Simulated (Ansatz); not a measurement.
The Sn1–H4 bond of CH6OSn (SMILES C[O][SnH3]) is stretched (multiplicity 1, the rest rigid).
Geometry at rest (charge 0, multiplicity 1):
```xyz
9

Sn     0.564    -0.142     0.071
O     -1.109     0.874    -0.240
C     -2.350     0.198    -0.230
H      0.679    -1.333    -1.157
H      1.777     1.049    -0.026
H      0.445    -0.868     1.620
H     -2.559    -0.280     0.736
H     -2.412    -0.573    -1.011
H     -3.138     0.931    -0.419
```

Cores are frozen in the correlated methods. Filled d and f shells under p-block atoms count as core.

Run with Ansatz (a program for electronic structure).  In def2 rows elements past Kr take small-core potentials, without spin–orbit coupling.

FIC-MRCISD+Q on CASSCF(2,2)/def2-SVP, total energies (hartree):

| R (Å) | CASSCF | MRCISD | weight c² of the reference |
|---|---|---|---|
| 1.714 | -329.459027 | -329.859239 | 0.88594 |
| 3.000 | -329.371490 | -329.765805 | 0.88572 |
| 5.485 | -329.346528 | -329.739647 | 0.88589 |

Q: Add the Davidson correction (E_MRCISD − E_CASSCF)(1 − c²)/c² and give the energies above the first point at the three levels.

A: 
Corrections (hartree): -0.051525, -0.050876, -0.050636. Above the first point (kcal/mol):
- R = 3.000 Å: CASSCF 54.9, MRCISD 58.6, with the correction 59.0
- R = 5.485 Å: CASSCF 70.6, MRCISD 75.0, with the correction 75.6
